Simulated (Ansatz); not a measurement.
B₉N₁₀H₂₈, a nanocrystal cut from zinc blende BN (hydrogen-capped), relaxed as a doublet with UKS r2SCAN-D4/def2-SVP in Ansatz, starting from the r2SCAN-D4/def2-SVP geometry of the charge +1 singlet. Force threshold 0.03 eV/Å.

Single mean-field runs in def2-SVP are fitted with def2-universal-jkfit.

Start:

Cartesian coordinates in Å:
```
N 0.2411 1.7627 -2.1150
N -2.1863 2.1640 -1.6213
N -0.4388 2.7272 0.0893
N 0.4282 0.3106 -0.0039
N -1.9915 0.7136 0.4893
N 3.2784 -1.3802 1.6152
N 0.7933 -1.0679 2.1282
N -1.3127 -0.2495 -1.7116
N -1.0537 -1.6491 0.3966
N 1.4724 -2.0312 -0.0732
B -0.7548 2.7780 -1.4485
B 0.1400 0.2573 -1.5520
B 2.9857 -1.5366 0.0675
B -2.3720 0.6605 -1.0207
B -0.5709 1.2658 0.7526
B 0.3803 -1.1401 0.6162
B -2.1250 -0.7501 1.1579
B 2.2540 -0.4986 2.4394
B -1.4129 -1.7603 -1.1506
H 0.1015 1.7406 -3.1303
H 1.2079 2.0937 -2.0281
H -2.4582 2.1587 -2.6097
H -2.8929 2.7755 -1.2000
H 0.4961 3.1035 0.2794
H -1.0492 3.3730 0.6003
H 1.3972 0.6150 0.1619
H -2.6897 1.2513 1.0092
H 4.1911 -0.9232 1.6968
H 3.4285 -2.2914 2.0603
H 0.1081 -0.4719 2.6088
H 0.6632 -1.9809 2.5767
H -1.5455 -0.3720 -2.7004
H -1.1807 -2.5937 0.7708
H 1.2440 -2.0833 -1.0736
H 1.3849 -3.0049 0.2367
H -0.6576 3.8980 -1.9086
H 0.9524 -0.4062 -2.1675
H 3.0750 -0.4302 -0.4501
H 3.7266 -2.3576 -0.4383
H -3.5166 0.3197 -1.2247
H -0.3130 1.3888 1.9347
H -1.8457 -0.6466 2.3497
H -3.2446 -1.1839 0.9847
H 2.3141 0.6493 2.0166
H 2.4706 -0.5758 3.6335
H -0.5817 -2.4397 -1.7479
H -2.5409 -2.1821 -1.2964
```

Task: Estimate the energy that the relaxation releases and the steps that it takes.

Result: 7.6 kcal/mol, in 11 steps; 77 s on 2 threads of AMD EPYC 7R13 on a shared host and a share (18 GiB) of an NVIDIA H100 80GB HBM3. No frequencies were taken in this run, so the end may be a saddle point.

Task: Does the start keep its bonding and symmetry?

Result: By distances, no bond broke or formed. The bond that changes most is N1–H21, from 1.03 to 1.13 Å (atoms count from 1). Point group Cs at the start, Cs at the end, both within 0.05 Å.

Task: Predict the relaxed structure.

Result: 
```xyz
47

N     0.2046    1.7867   -2.0833
N    -2.2753    2.1099   -1.6251
N    -0.4497    2.7149    0.0379
N     0.4044    0.3526   -0.0295
N    -2.0290    0.6908    0.4900
N     3.2793   -1.4688    1.6543
N     0.8065   -0.9915    2.1132
N    -1.3490   -0.2738   -1.7145
N    -1.0194   -1.6298    0.3987
N     1.4924   -1.9645   -0.1105
B    -0.8384    2.7503   -1.4621
B     0.0995    0.3056   -1.5800
B     3.0226   -1.5843    0.0931
B    -2.4182    0.6262   -1.0200
B    -0.6086    1.3102    0.7159
B     0.4097   -1.0634    0.5917
B    -2.1131   -0.7536    1.1632
B     2.2877   -0.5419    2.4753
B    -1.4009   -1.7639   -1.1455
H     0.2846    1.8498   -3.1006
H     1.1741    2.1780   -1.6434
H    -2.5380    2.0904   -2.6195
H    -2.9800    2.7174   -1.1865
H     0.6694    2.8939   -0.0073
H    -0.8561    3.4680    0.5973
H     1.3388    0.8216    0.0535
H    -2.7226    1.2494    0.9952
H     4.2106   -1.0605    1.7629
H     3.3632   -2.3943    2.0851
H     0.1662   -0.3016    2.5285
H     0.5572   -1.8649    2.5863
H    -1.5805   -0.3707   -2.7071
H    -1.1044   -2.5736    0.7855
H     1.2907   -1.8969   -1.1170
H     1.3236   -2.9522    0.1017
H    -0.8042    3.8741   -1.9433
H     0.9083   -0.3792   -2.1985
H     3.2178   -0.4902   -0.4083
H     3.7216   -2.4701   -0.3812
H    -3.5605    0.2418   -1.2041
H    -0.3598    1.4197    1.9124
H    -1.8313   -0.6539    2.3602
H    -3.2200   -1.2406    1.0074
H     2.4432    0.6086    2.1027
H     2.4701   -0.6947    3.6760
H    -0.5660   -2.4489   -1.7419
H    -2.5210   -2.2322   -1.2586
```
Bond lengths: 24 × B–N 1.55 to 1.61 Å; 16 × H–N 1.02 to 1.13 Å; 12 × B–H 1.22 to 1.23 Å.
